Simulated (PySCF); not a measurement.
C6H4Cl4Si, SMILES c1cccc(Cl)c1[Si](Cl)(Cl)Cl, GFN2-xTB optimised geometry.

```
15

Cl    -2.12    -2.38     0.00
C     -1.27    -0.87     0.00
C     -2.00     0.30     0.00
C     -1.34     1.52     0.00
C      0.04     1.55     0.00
C      0.76     0.37     0.00
C      0.12    -0.87     0.00
Si     1.11    -2.49     0.00
Cl     0.70    -3.58     1.65
Cl     0.72    -3.57    -1.67
Cl     3.08    -2.03     0.01
H     -3.08     0.26     0.00
H     -1.91     2.44     0.00
H      0.56     2.49     0.00
H      1.84     0.40     0.00
```

Density from PySCF with B3LYP/def2-TZVP at that geometry.

Minimum of the electron density along straight lines between bonded atoms, close to the bond critical point (lines longer than 1.1 times the sum of covalent radii, or with two minima, are not listed):

```csv
bond,length / Å,ρ at the minimum / e bohr⁻³,∇²ρ there / e bohr⁻⁵,position (fraction from the first atom)
Cl1–C2,1.727,0.209,-0.34,0.58
C2–C3,1.385,0.325,-0.98,0.52
C3–C4,1.383,0.325,-0.98,0.50
C4–C5,1.385,0.325,-0.98,0.50
C5–C6,1.382,0.326,-0.98,0.50
C2–C7,1.395,0.317,-0.92,0.52
C6–C7,1.394,0.315,-0.91,0.50
C7–Si8,1.897,0.123,0.12,0.61
Si8–Cl9,2.020,0.108,0.24,0.37
Si8–Cl10,2.020,0.108,0.24,0.37
Si8–Cl11,2.026,0.107,0.23,0.37
C3–H12,1.079,0.291,-1.05,0.65
C4–H13,1.079,0.291,-1.05,0.65
C5–H14,1.079,0.290,-1.05,0.65
C6–H15,1.079,0.292,-1.06,0.65
```
